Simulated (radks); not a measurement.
The numbers below are computed, except where a source is named.
Coulomb parameter of the 4f shell of neutral erbium in the model configuration [Xe] 4f10.5 6s2 6p1.5, as a second difference U = [E(n + 0.5) + E(n - 0.5) - 2 E(n)] / (0.5)^2 with all orbitals relaxed. "Bare": the charge of the atom changes with n. "Screened": the 6p shell takes up the change at fixed total charge, which measures U(4f,4f) + U(6p,6p) - 2 U(4f,6p). Level of theory: scalar-relativistic Kohn-Sham, PBE, spin-unpolarised, spherical densities, point nucleus (a radial shooting solver on a logarithmic mesh with Libxc functionals).

| case | configuration | E - E(n) (eV) |
|---|---|---|
| start | [Xe] 4f10.5 6s2 6p1.5 | 0.000 |
| bare +0.5 | [Xe] 4f11 6s2 6p1.5 | -7.103 |
| bare -0.5 | [Xe] 4f10 6s2 6p1.5 | 11.133 |
| screened +0.5 | [Xe] 4f11 6s2 6p1 | -6.478 |
| screened -0.5 | [Xe] 4f10 6s2 6p2 | 8.994 |

U(bare) = 16.120 eV, U(screened by 6p) = 10.065 eV, against the Slater integral F0(4f,4f) = 33.756 eV with frozen orbitals. The step up makes a negative ion, whose loosely bound charge lowers the bare value.
